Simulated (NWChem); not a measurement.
System: C₄H₃NO; SMILES O=C1C=NC=C1

Input file for NWChem:

```
start job
memory heap 200 mb stack 900 mb global 1100 mb
geometry units angstroms
  O     -1.417009     1.306604     0.527325
  C     -0.541325     0.546564     0.213094
  C      0.918193     0.768500     0.061935
  C      1.441750    -0.403803    -0.305409
  N      0.463546    -1.438287    -0.425159
  C     -0.663898    -0.936260    -0.139492
  H      1.410288     1.705072     0.226350
  H      2.462571    -0.665444    -0.515700
  H     -1.581525    -1.494978    -0.148707
end
basis spherical
  * library def2-svp
end
dft
  xc pbe0
  iterations 150
end
driver
  maxiter 120
end
task dft optimize
task dft freq
```

Output (shortened):

```
             Northwest Computational Chemistry Package (NWChem) 7.3.0
             --------------------------------------------------------

 CS  symmetry detected

                             Geometry "geometry" -> ""
                             -------------------------

 Output coordinates in angstroms (scale by  1.889725989 to convert to a.u.)

  No.       Tag          Charge          X              Y              Z
 ---- ---------------- ---------- -------------- -------------- --------------
    1 O                    8.0000    -0.05818414     2.02134749     0.00000000
    2 C                    6.0000     0.00277454     0.82155234     0.00000000
    3 C                    6.0000     1.17931041    -0.08291469     0.00000000
    4 C                    6.0000     0.69741400    -1.32835585     0.00000000
    5 N                    7.0000    -0.73063695    -1.37364097     0.00000000
    6 C                    6.0000    -1.15317398    -0.17939265     0.00000000
    7 H                    1.0000     2.19820237     0.24604731     0.00000000
    8 H                    1.0000     1.21928930    -2.26771733     0.00000000
    9 H                    1.0000    -2.19550973     0.08104196     0.00000000

 Effective nuclear repulsion energy (a.u.)     203.4270959052

      Symmetry information
      --------------------

 Group name             Cs
 Group number              2
 Group order               2
 No. of unique centers     9

                                Z-matrix (autoz)
                                --------

 Units are Angstrom for bonds and degrees for angles

[...]

      ----------------------
      Optimization converged
      ----------------------

  Step       Energy      Delta E   Gmax     Grms     Xrms     Xmax
  ---- ---------------- -------- -------- -------- -------- --------
@    4    -283.60684862 -4.9D-07  0.00011  0.00003  0.00058  0.00163
                                     ok       ok       ok       ok

                                Z-matrix (autoz)
                                --------

 Units are Angstrom for bonds and degrees for angles

[...]

 Rotational Constants
 --------------------
 A=   0.287816 cm-1  (  0.414094 K)
 B=   0.133397 cm-1  (  0.191924 K)
 C=   0.091150 cm-1  (  0.131142 K)

 Temperature                      =   298.15K
 frequency scaling parameter      =   1.0000

 Zero-Point correction to Energy  =   39.583 kcal/mol  (  0.063079 au)
 Thermal correction to Energy     =   42.448 kcal/mol  (  0.067645 au)
 Thermal correction to Enthalpy   =   43.040 kcal/mol  (  0.068589 au)

 Total Entropy                    =   70.052 cal/mol-K
   - Translational                =   39.073 cal/mol-K (mol. weight =  81.0215)
   - Rotational                   =   25.625 cal/mol-K (symmetry #  =        1)
   - Vibrational                  =    5.354 cal/mol-K

 Cv (constant volume heat capacity) =   16.293 cal/mol-K
   - Translational                  =    2.979 cal/mol-K
   - Rotational                     =    2.979 cal/mol-K
   - Vibrational                    =   10.334 cal/mol-K

[normal modes left out]

 ----------------------------------------------------------------------------
 Normal Eigenvalue ||           Projected Infra Red Intensities
  Mode   [cm**-1]  || [atomic units] [(debye/angs)**2] [(KM/mol)] [arbitrary]
 ------ ---------- || -------------- ----------------- ---------- -----------
    1       -0.000 ||    0.000164           0.004         0.159       0.103
    2       -0.000 ||    0.000254           0.006         0.248       0.161
    3       -0.000 ||    0.000091           0.002         0.089       0.058
    4       -0.000 ||    0.000179           0.004         0.174       0.113
    5       -0.000 ||    0.000723           0.017         0.705       0.457
    6        0.000 ||    0.000009           0.000         0.009       0.006
    7      218.024 ||    0.007540           0.174         7.350       4.763
    8      438.644 ||    0.021648           0.499        21.104      13.677
    9      456.293 ||    0.008676           0.200         8.458       5.481
   10      668.284 ||    0.002046           0.047         1.995       1.293
   11      673.892 ||    0.005650           0.130         5.508       3.570
   12      769.154 ||    0.001865           0.043         1.818       1.178
   13      802.723 ||    0.016025           0.370        15.622      10.124
   14      897.397 ||    0.004388           0.101         4.278       2.772
   15      915.728 ||    0.029601           0.683        28.857      18.701
   16      978.623 ||    0.010598           0.245        10.332       6.696
   17      990.681 ||    0.000012           0.000         0.012       0.007
   18     1091.948 ||    0.002935           0.068         2.862       1.854
   19     1177.472 ||    0.037493           0.865        36.550      23.687
   20     1270.465 ||    0.000321           0.007         0.313       0.203
   21     1334.002 ||    0.046036           1.062        44.879      29.084
   22     1640.143 ||    0.007500           0.173         7.311       4.738
   23     1721.528 ||    0.035773           0.825        34.874      22.601
   24     1888.485 ||    0.179006           4.130       174.504     113.091
   25     3217.965 ||    0.001631           0.038         1.590       1.031
   26     3253.803 ||    0.005224           0.121         5.093       3.301
   27     3296.390 ||    0.001980           0.046         1.930       1.251
 ----------------------------------------------------------------------------
```

Level: PBE0/def2-SVP.
